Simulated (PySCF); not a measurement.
A structure optimised at PBE-D3(BJ)/def2-SVP, used in a PySCF frequency run:

```xyz
13

Cl     2.4356     0.4497    -0.9868
Si     1.0411    -0.0073     0.5124
C      0.2453    -1.6749     0.1264
C     -1.0915    -1.8085    -0.0772
Si    -2.3056    -0.3489     0.0042
Si    -0.8300     1.4251     0.4784
H      1.8063    -0.0649     1.8066
H      0.8935    -2.5704     0.0552
H     -1.4941    -2.8163    -0.3020
H     -3.0538    -0.2179    -1.2973
H     -3.3219    -0.5805     1.0931
H     -0.7383     2.4575    -0.6096
H     -1.0985     2.0830     1.8045
```
Charge 0, spin multiplicity 1.

### Question
Write its SMILES and formula.

### Answer
Cl[Si@@H]1C=C[SiH2][SiH2]1, C₂H₇ClSi₃

### Question
What are its rotational constants (standard atomic weights)?

### Answer
2.4871, 0.97969, 0.79631 GHz
